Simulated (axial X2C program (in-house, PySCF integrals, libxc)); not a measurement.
Spin–orbit effects down a group: molecules with Li (ions), CCSD(T)

All values come from calculations with an in-house all-electron X2C program for linear molecules (integrals from PySCF), spin-free (one-electron X2C) or two-component (2c: spin–orbit coupling with atomic mean-field Coulomb and Gaunt terms, which also bring small scalar terms), in Dyall basis sets with cores contracted in-house; open shells are unrestricted.

Basis sets: Li dyall-av3z, S dyall-av3z, Se dyall-acv3z, Te dyall-acv3z. Frozen shells (counts by l): LiS⁻ S 2s1p, Li 1s, 8 electrons correlated; LiSe⁻ Se 3s2p1d, Li 1s, 8 electrons correlated; LiTe⁻ Te 4s3p2d, Li 1s, 8 electrons correlated. Coupled cluster in natural virtuals with an MP2 remainder. Where the outer core of a metal is frozen, bonds come out longer and ionisation energies lower.

| molecule | spin-free state | Re (Å) | ωe (cm⁻¹) | De (eV) | 2c state | Re 2c (Å) | ωe 2c (cm⁻¹) | De 2c (eV) |
| --- | --- | --- | --- | --- | --- | --- | --- | --- |
| LiS⁻ | M_S = 0, Λ = 0 | 2.087 | 623.1 | 2.29 | Ω = 0 | 2.088 | 623.0 | 2.27 |
| LiSe⁻ | M_S = 0, Λ = 0 | 2.213 | 545.9 | 2.18 | Ω = 0 | 2.214 | 543.4 | 2.10 |
| LiTe⁻ | M_S = 0, Λ = 0 | 2.425 | 484.9 | 2.02 | Ω = 0 | 2.431 | 476.7 | 1.85 |

Task: Work out the shifts from the spin-free to the two-component result.

Result: 

```json
{"molecule": "LiS⁻", "2c state": "Ω = 0", "ΔRe (Å)": "0.001", "Δωe (cm⁻¹)": "noise", "ΔDe (eV)": "-0.02"}
{"molecule": "LiSe⁻", "2c state": "Ω = 0", "ΔRe (Å)": "0.001", "Δωe (cm⁻¹)": "noise", "ΔDe (eV)": "-0.08"}
{"molecule": "LiTe⁻", "2c state": "Ω = 0", "ΔRe (Å)": "0.006", "Δωe (cm⁻¹)": "-8.2", "ΔDe (eV)": "-0.17"}
```

Shifts of one unit in the last digit are rounding. Where the truncated virtual spaces of the two runs make Δωe unreliable it is marked noise.

Fragments in 2c: S- + Li, Se- + Li, Te- + Li. Each entry is the lowest single determinant of a limited PBE0 search at one distance. De goes to single-determinant-based atoms at the same level (for ions the charge split of lowest energy) and is withheld (n/a) where an atom does not fit its ground term or J level. Main or longest-lived isotopes.
